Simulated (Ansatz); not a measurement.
Calculated with Ansatz (gas phase, PBE0-D4/def2-TZVP geometries, no zero-point term in ΔE). CBS: MP2 limit from def2 TZ/QZ plus the TZ coupled-cluster correction, frozen cores. This one scheme is used for every species. Functionals use def2-TZVPP. B3LYP here is the variant with VWN-RPA as its local correlation; programs differ in this. HSE06 is defined as in plane-wave codes. Elements past krypton have def2 core potentials. For Sn outer-core shells are correlated without core-valence functions, which leaves a few kJ/mol of doubt a bond. One conformer a species, not always the lowest.

`O=[CH][SnH2][OH]` + HCl → `[OH][SnH2][Cl]` + `C=O`  (ligand exchange at the Sn–C bond)

```
             level  ΔE (kJ/mol)  difference from CCSD(T)/CBS
         revPBE-D4       -111.8                         12.5
           BLYP-D4       -114.3                         10.0
        r2SCANh-D4       -123.4                          0.9
          HSE06-D4       -121.5                          2.8
             B3LYP       -124.0                          0.3
           r2SCANh       -123.8                          0.5
             HSE06       -122.5                          1.8
             BHLYP       -134.4                        -10.1
       HF/def2-SVP       -152.5                        -28.2
      MP2/def2-SVP       -131.1                         -6.8
  CCSD(T)/def2-SVP       -126.4                         -2.1
SCS-MP2/def2-TZVPP       -126.5                         -2.2
     HF/def2-QZVPP       -151.8                        -27.5
    MP2/def2-QZVPP       -128.1                         -3.8
SCS-MP2/def2-QZVPP       -130.1                         -5.8
     MP2/CBS(def2)       -129.8                         -5.5
       CCSD(T)/CBS       -124.3                            0
```

Largest T1 diagnostic among the species: 0.016.

In def2-TZVPP, CCSD(T) changes the Hartree–Fock value by +31.4 kJ/mol (the triples alone add +3.8 kJ/mol) and MP2 by +25.8 kJ/mol. Leaving LDA and LC-ωPBE aside and taking each functional with its dispersion term where it has one, the values, not all of them listed here, spread over 21.6 kJ/mol, from BHLYP-D4 to revPBE-D4. LDA lies +9.5 kJ/mol from PBE without D4.
